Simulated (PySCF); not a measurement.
# Molecular orbitals of CsH

BLYP at R = 2.492 Å; Cs def2-TZVPP with ECP46, H def2-TZVPP; scalar-relativistic core potentials (PySCF 2.14). State: ¹Σ⁺ (singlet), closed shell. Only the outer orbitals are listed, counted within each symmetry, core potentials removing the inner ones.

```
orbital  occ.  ε (eV)  on Cs (%)          main shells (%)
     1σ     2  -26.41        100                 100 Cs s
     1π     2  -13.03        100                 100 Cs p
     1π     2  -13.03        100                 100 Cs p
     2σ     2  -12.78         99                  99 Cs p
     3σ     2   -3.11         30  70 H s, 20 Cs s, 9 Cs d
     4σ     0   -1.41         92         68 Cs s, 21 Cs p
     2π     0   -0.30        100         79 Cs p, 21 Cs d
     2π     0   -0.30        100         79 Cs p, 21 Cs d
```

**Question.** Which are the highest filled and the lowest empty level, where do they sit, and how wide is the gap?

**Answer.** Highest filled 3σ at -3.11 eV (in %: 70 H s, 20 Cs s, 9 Cs d); lowest empty 4σ at -1.41 eV (in %: 68 Cs s, 21 Cs p); the gap at BLYP is 1.70 eV.

```
bond order (Mayer)                              : 0.82
⟨S²⟩                                            : 0.000
charge on Cs (Mulliken, basis-dependent)        : 0.42
charge on Cs (Löwdin, basis-dependent)          : 0.34
dipole moment (positive dipole means Cs(−)H(+)) : -7.11 D
```

Spin–orbit coupling is left out.
